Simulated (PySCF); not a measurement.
Start geometry of `C=C(C)c1ccc(SC)cc1` from GFN2-xTB (Å):
```
atom  x, y, z in Å
C1    -2.9896   -1.2399   -0.3192
C2    -2.4260   -0.0595   -0.0810
C3    -3.2593    1.1664    0.1599
C4    -0.9655    0.1105   -0.0584
C5    -0.1353   -0.9028    0.4155
C6     1.2386   -0.7589    0.4451
C7     1.8209    0.4143   -0.0123
S8     3.5609    0.7208   -0.0285
C9     4.2881   -0.8294    0.5759
C10    1.0051    1.4386   -0.4862
C11   -0.3644    1.2906   -0.4999
H12   -2.4108   -2.1210   -0.5354
H13   -4.0596   -1.3604   -0.3306
H14   -4.2859    0.8890    0.3847
H15   -3.2680    1.8016   -0.7256
H16   -2.8579    1.7480    0.9879
H17   -0.5723   -1.8167    0.7892
H18    1.8414   -1.5662    0.8300
H19    5.3630   -0.6825    0.5363
H20    4.0041   -1.6503   -0.0759
H21    3.9786   -1.0123    1.6008
H22    1.4621    2.3494   -0.8429
H23   -0.9730    2.0975   -0.8777
```

Question: What comes out of this run: PBE0-D3(BJ)/def2-SVP geometry optimisation, gas phase in PySCF 2.14.0?

Answer: 
```
atom  x, y, z in Å
C1    -3.0640   -1.3668   -0.1851
C2    -2.4825   -0.1597   -0.0918
C3    -3.3188    1.0870   -0.0300
C4    -1.0101    0.0029   -0.0626
C5    -0.1606   -1.0359    0.3447
C6     1.2220   -0.8932    0.3602
C7     1.8143    0.3143   -0.0310
S8     3.5469    0.6222   -0.0537
C9     4.2522   -0.9463    0.4706
C10    0.9783    1.3688   -0.4248
C11   -0.4010    1.2143   -0.4320
H12   -2.4829   -2.2863   -0.2839
H13   -4.1523   -1.4670   -0.1839
H14   -4.3857    0.8417    0.0575
H15   -3.1936    1.6987   -0.9387
H16   -3.0330    1.7212    0.8245
H17   -0.5914   -1.9803    0.6841
H18    1.8333   -1.7324    0.6939
H19    5.3412   -0.8015    0.4560
H20    3.9951   -1.7605   -0.2229
H21    3.9464   -1.2111    1.4935
H22    1.4181    2.3221   -0.7296
H23   -1.0154    2.0591   -0.7487
```

The energy falls by 2.0 kcal/mol over 8 energy and gradient evaluations, the largest force component goes from 0.0154 to 1.6e-04 Eh/bohr, and the atoms move by 0.148 Å rms after alignment. The bond that changes most is S8–C9 (sulfide sulfur to S-methyl carbon), which shortens by 0.018 Å. Bonds longer at the end by more than 0.005 Å: 20 of 23; shorter: 2. Among the dihedrals that turn most is C1–C2–C4–C11, from 146° to 157°. Rotational constants go from 2916, 455.6, 403.2 to 2902, 452.3, 396.5 MHz. The orientation of the end geometry is arbitrary; only internal coordinates are fixed.

The run used 218 basis functions and 58 SCF cycles in all.

No PBE0-D3(BJ)/def2-SVP frequencies stand behind this structure, so it isn't proved a minimum. The numbers are those of one conformer.
